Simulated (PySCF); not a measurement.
AlCl3, singlet, geometry from GFN2-xTB (such geometries of metal compounds can be far from the true shape), atoms displaced at random by about 0.08 Å a coordinate.

Here is a job for PySCF.
```python
from pyscf import gto, scf, dft

mol = gto.Mole()
mol.atom = '''
    Al   -0.00306678   -0.07088428   -0.05623879
    Cl    0.12419348    1.99419527    0.02929276
    Cl    1.72940593   -1.12782246   -0.04541196
    Cl   -1.90618709   -0.96380651    0.03350364
'''
mol.basis = '6-31g'
mol.verbose = 4
mol.build()

mf = dft.RKS(mol)
mf.xc = 'b3lyp'
mf.kernel()
g = mf.nuc_grad_method()
grad = g.kernel()
```

Q: What HOMO energy does B3LYP/6-31G, gradient run with PySCF give?

A: -9.37 eV

Q: Estimate the nuclear repulsion energy that B3LYP/6-31G, gradient returns for this input.

A: 297.8749 Eh

Q: Estimate the dipole moment that B3LYP/6-31G, gradient returns for this input.

A: 0.45 D
